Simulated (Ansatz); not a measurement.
Breaking the Sn1–I3 bond in HISn (SMILES [SnH][I]) (multiplicity 1 held, fragments rigid). Energies count from the point at 2.758 Å.
Geometry at that point (charge 0, multiplicity 1):
```xyz
3

Sn     0.4523     0.9150     0.9654
H      0.7303     2.1769    -0.2634
I     -0.4405    -0.9043    -0.9058
```

Signs of static correlation in def2-TZVPP, with CASSCF(6,4), from Ansatz (a first-principles code) runs.

```tsv
R (Å)	T1 of restricted CCSD	⟨S²⟩ of UHF	largest double amplitude of restricted CCSD	weight of the CASSCF reference in MRCISD	CASSCF natural occupations
2.207	0.012	0.000	0.062	0.897	2.00 2.00 1.97 0.03
2.482	0.014	0.000	0.058	0.895	2.00 2.00 1.97 0.03
2.758	0.016	0.000	0.049	0.890	2.00 2.00 1.98 0.03
3.034	0.018	0.000	0.047	0.889	2.00 2.00 1.97 0.04
3.310	0.021	0.000	0.080	0.889	2.00 2.00 1.95 0.06
3.724	0.028	0.341	0.114	0.889	2.00 2.00 1.91 0.10
4.137	0.042	___	___	0.889	2.00 2.00 1.82 0.19
4.827	0.087	0.988	0.302	0.890	2.00 2.00 1.48 0.52
5.517	0.161	1.018	0.619	0.891	2.00 2.00 1.21 0.79
6.344	0.233	1.025	1.082	0.891	2.00 2.00 1.07 0.93
7.447	0.258	1.025	1.346	0.891	2.00 2.00 1.02 0.98
8.827	0.248	1.025	1.355	0.891	2.00 2.00 1.00 1.00
```

### Question
Complete the blanks.

### Answer

- 4.137, ⟨S²⟩ of UHF: 0.807
- 4.137, largest double amplitude of restricted CCSD: 0.164

Doubts at one or more of the structures used: active orbitals that take no part (SC-NEVPT2 on CASSCF(6,4)/def2-TZVPP); a restricted determinant that unrestricted orbitals would lower (R-CCSD(T)/def2-TZVPP); T1 above 0.05 (R-CCSD(T)/def2-TZVPP, U-CCSD(T)/def2-TZVPP); other coupled-cluster roots lie near (R-CCSD(T)/def2-TZVPP); a spin-contaminated determinant (U-CCSD(T)/def2-TZVPP).
